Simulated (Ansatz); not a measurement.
Species: C₄H₈Se₂, net charge 0, singlet state. SMILES: C1C[Se]C[Se]C1
Geometry from a B3LYP-D3(BJ)/def2-TZVP (Ansatz, an electronic-structure program) optimisation:
```
C
H 1 1.0916
H 1 1.0972 2 107.11
C 1 1.5232 2 109.97 3 116.46
H 4 1.0891 1 110.78 2 -63.01
H 4 1.0911 5 107.83 1 121.71
C 1 1.5232 2 109.97 3 -116.46
H 7 1.0891 1 110.78 2 63.01
H 7 1.0911 8 107.83 1 -121.71
Se 4 1.9719 5 103.96 6 114.24
C 10 1.9598 4 96.27 5 -179.76
H 11 1.0869 10 106.91 4 -176.90
H 11 1.0873 12 109.24 10 118.24
Se 11 1.9598 12 106.91 13 118.24
```
Charge 0, spin multiplicity 1.

Quantity: atomisation energy (electronic, to ground-state atoms), in kJ/mol. Valence correlation only, unless marked. Open shells are spin-unrestricted. No spin-orbit coupling. The frozen core is the preceding noble-gas configuration, with the filled d and f shells of earlier blocks. Non-relativistic. The coupled-cluster limit lacks core correlation, which all-electron functionals hold. CBS marks a two-point X^-3 extrapolation of the correlation energy; Hartree-Fock from the larger set.

| level | program | atomisation energy (kJ/mol) |
|---|---|---|
| HF/6-31G | Ansatz | 3587.4 |
| HF/aug-cc-pVQZ | Ansatz | 3784.0 |

Problem. What does CCSD(T)/CBS(cc-pVTZ,cc-pVQZ) (Ansatz) give?

Solution. 5236.5 kJ/mol, so HF/aug-cc-pVQZ differs from it by -1452.5 kJ/mol.
